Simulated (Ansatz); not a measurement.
`N=C(S)N[SiH2]O` + `[OH][GeH3]` → `O[SiH2][O][GeH3]` + `N=C(N)S`  (ligand exchange at the Si–N bond)

Computed with Ansatz on PBE0-D4/def2-TZVP structures; ΔE is electronic, products minus reactants. CCSD(T)/CBS adds triple-zeta CCSD(T) − MP2 to the extrapolated MP2 energy (def2 sets, frozen cores). Functionals use def2-TZVPP. For Ge outer-core shells are correlated without core-valence functions, which leaves a few kJ/mol of doubt a bond. Scalar relativity is left out up to krypton. One conformer a species, not always the lowest.

```json
{"level": "B2PLYP", "ΔE (eV)": "-0.76"}
{"level": "r2SCAN", "ΔE (eV)": "-0.74"}
{"level": "MP2/def2-TZVPP", "ΔE (eV)": "-0.71"}
{"level": "CCSD(T)/def2-TZVPP", "ΔE (eV)": "-0.72"}
```

What does CCSD(T)/CBS give? (Best estimate.)

Ansatz gave: -0.72 eV. The listed levels differ from it by -0.04, -0.02, 0.01, 0.00 eV.

Largest T1 diagnostic among the species: 0.014.

In def2-TZVPP, CCSD(T) changes the Hartree–Fock value by +0.14 eV (the triples alone add +0.02 eV) and MP2 by +0.15 eV. The D4 term adds +0.04 eV with B3LYP and +0.03 eV with PBE0; it sums over pairs of atoms, weighted by their polarisabilities, and B3LYP, whose exchange is more repulsive, gets the larger term.

B3LYP here is the variant with VWN-RPA as its local correlation; programs differ in this.
